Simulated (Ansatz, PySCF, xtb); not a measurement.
Reaction (SMILES): Nc1ccsc1 [thiophen-3-amine] + 8 [H][H] (H2) -> 4 C (CH4) + N (NH3) + S (H2S)
Geometries: B3LYP-D3(BJ)/def2-TZVP minima from Ansatz (a program for electronic structure), one conformer each, not searched for the lowest. Unstable Hartree-Fock reference: Nc1ccsc1.

Quantity: energy of full hydrogenation (enthalpy at 298 K, with B3LYP-D3(BJ) rigid-rotor harmonic-oscillator terms from PySCF), in kcal/mol. Cores are frozen in the correlated levels unless marked. Spin-orbit coupling is left out. Non-relativistic. Basis-set limits of correlation are two-point, X^-3; Hartree-Fock from the larger set.

```
level               program  energy of full hydrogenation (kcal/mol)
------------------  -------  ---------------------------------------
GFN2-xTB                xtb                                   -138.6
HF/6-31G*            Ansatz                                   -156.7
HF/aug-cc-pV(D+d)Z   Ansatz                                   -155.1
HF/aug-cc-pV(T+d)Z   Ansatz                                   -148.3
```

Q: Predict the CCSD(T)/CBS(cc-pV(T+d)Z,cc-pV(Q+d)Z) result (Ansatz).

A: -119.7 kcal/mol, so HF/aug-cc-pV(T+d)Z differs from it by -28.6 kcal/mol.
